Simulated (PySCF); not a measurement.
## Orbital picture of KSb

M06-L at R = 3.352 Å; basis K def2-SVP, Sb def2-SVP with ECP28; scalar-relativistic core potentials; PySCF 2.14. State: ³Σ⁻ (triplet), unpaired electrons π ↑↑. Only the outer orbitals are listed, counted within each symmetry, core potentials removing the inner ones.

```tsv
spin	orbital	occ.	ε (eV)	on K (%)	main shells (%)
α	4π	1	-20.00	100	100 K p
α	4π	1	-20.00	100	100 K p
α	8σ	1	-19.87	100	100 K p
α	9σ	1	-11.04	2	98 Sb s
α	5π	1	-3.38	4	96 Sb p
α	5π	1	-3.38	4	96 Sb p
α	10σ	1	-3.06	14	85 Sb p, 11 K s
α	11σ	0	-1.14	97	70 K s, 27 K p
α	12σ	0	0.55	102	74 K s, 26 K p
α	6π	0	0.63	98	96 K p
β	4π	1	-20.00	100	100 K p
β	4π	1	-20.00	100	100 K p
β	8σ	1	-19.88	100	100 K p
β	9σ	1	-9.71	4	96 Sb s
β	10σ	1	-2.57	21	78 Sb p, 16 K s
β	5π	0	-2.15	8	92 Sb p
β	5π	0	-2.15	8	92 Sb p
β	11σ	0	-0.81	95	73 K s, 22 K p
```

Task: Which are the highest filled and the lowest empty level, where do they sit, and how wide is the gap?

Result: Highest filled β 10σ at -2.57 eV (in %: 78 Sb p, 16 K s); lowest empty β 5π at -2.15 eV (in %: 92 Sb p); the gap at M06-L is 0.42 eV.

* bond order (Mayer): 0.80
* ⟨S²⟩: 2.006
* charge on K (Mulliken, basis-dependent): 0.51
* charge on K (Löwdin, basis-dependent): 0.36
* dipole moment (positive dipole means K(−)Sb(+)): -10.63 D

Shares are Mulliken populations and can fall outside 0 to 100 %.

Spin–orbit coupling is left out. The state was picked by a PBE0 search and need not be the measured ground state.
